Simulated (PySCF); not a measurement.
This PySCF input asks for the NMR shieldings of SMILES [SiH2](BC(=C)C)CO[SiH3], C$_{4}$H$_{13}$BOSi$_{2}$; the geometry comes from GFN2-xTB.

```python
import basis_set_exchange as bse
import numpy as np
from pyscf import gto, dft
from pyscf.prop import nmr

atoms = """
C    -2.308336    1.005122   -0.133590
C    -1.790117   -0.224225   -0.027665
C    -2.276456   -1.311749   -0.949927
B    -0.730009   -0.582026    1.047417
Si    0.514950    0.752761    1.758436
C     1.500222    1.454540    0.253305
O     1.760904    0.489138   -0.738183
Si    2.653785   -0.848721   -0.697819
H    -1.992756    1.810773    0.509456
H    -3.086601    1.244601   -0.844244
H    -2.727040   -2.118498   -0.373178
H    -3.008707   -0.938057   -1.663276
H    -1.434011   -1.731011   -1.498581
H    -0.656423   -1.710093    1.369037
H    -0.009504    1.974393    2.403996
H     1.546399    0.280378    2.705662
H     2.445479    1.901590    0.576662
H     0.921841    2.242570   -0.237987
H     2.489845   -1.275977   -2.079526
H     2.130465   -1.828555    0.264656
H     4.047151   -0.570011   -0.335718
"""
names = dict.fromkeys(["C", "B", "Si", "O", "H"], "pcSseg-1")
basis = {el: gto.basis.parse(bse.get_basis(n, elements=[el], fmt="nwchem")) for el, n in names.items()}
mol = gto.M(atom=atoms, basis=basis, charge=0, verbose=0)
mf = dft.RKS(mol, xc="PBE0")
mf.grids.level = 2
mf.grids.alignment = dft.numint.BLKSIZE   # the property module wants whole blocks of grid points
mf.conv_tol = 1e-9
mf.kernel()

calc = nmr.RKS(mf)   # GIAO
C = mf.mo_coeff
Co = C[:, mf.mo_occ > 0]
resp = mf.gen_response(singlet=True, hermi=2)
def vind(x):   # induced exchange potential for any number of trial vectors
    d = np.einsum("pi,xij,qj->xpq", C, 2 * x.reshape(-1, C.shape[1], Co.shape[1]), Co, optimize=True)
    return np.einsum("xpq,pi,qj->xij", resp(d - d.transpose(0, 2, 1)), C, Co, optimize=True).ravel()
mo1, _ = nmr.rhf.solve_mo1(calc, with_cphf=vind)
sigma = calc.kernel(mo1)
for i, s in enumerate(sigma):   # ppm
    w = np.linalg.eigvalsh((s + s.T) / 2)
    print("%2d %-2s iso %8.1f  s11 %8.1f  s22 %8.1f  s33 %8.1f" % (i, mol.atom_pure_symbol(i), w.mean(), *w))
```

Q: Give the expected output.

A: 
```
 0 C  iso     38.1  s11    -63.4  s22     35.7  s33    141.8
 1 C  iso     19.3  s11   -101.6  s22    -18.6  s33    178.1
 2 C  iso    157.2  s11    134.3  s22    153.9  s33    183.2
 3 B  iso      3.4  s11    -92.0  s22    -26.6  s33    128.9
 4 Si iso    433.0  s11    392.9  s22    438.8  s33    467.4
 5 C  iso    125.8  s11     90.0  s22    110.1  s33    177.4
 6 O  iso    336.5  s11    252.9  s22    370.1  s33    386.4
 7 Si iso    388.4  s11    338.7  s22    348.9  s33    477.5
 8 H  iso     25.4  s11     22.0  s22     25.4  s33     28.7
 9 H  iso     25.0  s11     21.6  s22     25.5  s33     28.0
10 H  iso     29.2  s11     25.9  s22     27.2  s33     34.4
11 H  iso     29.7  s11     26.1  s22     28.9  s33     34.1
12 H  iso     29.3  s11     25.7  s22     28.5  s33     33.6
13 H  iso     22.4  s11     12.7  s22     27.1  s33     27.5
14 H  iso     27.7  s11     24.5  s22     26.2  s33     32.3
15 H  iso     27.5  s11     24.7  s22     25.7  s33     32.1
16 H  iso     27.7  s11     23.3  s22     27.4  s33     32.5
17 H  iso     27.3  s11     23.5  s22     26.7  s33     31.8
18 H  iso     27.1  s11     23.6  s22     25.3  s33     32.5
19 H  iso     26.9  s11     23.9  s22     26.5  s33     30.4
20 H  iso     26.9  s11     23.8  s22     24.6  s33     32.2
```

These numbers come from an equivalent density-fitted implementation of the same equations, which agrees with the script to about 0.01 ppm for H and up to a few tenths of a ppm for heavy atoms, so last digits may differ.

Size and cost of the density-fitted run: 215 basis functions, 100 s wall time on 1 thread of an Arm Neoverse N1, shared host; peak memory 1.1 GiB.
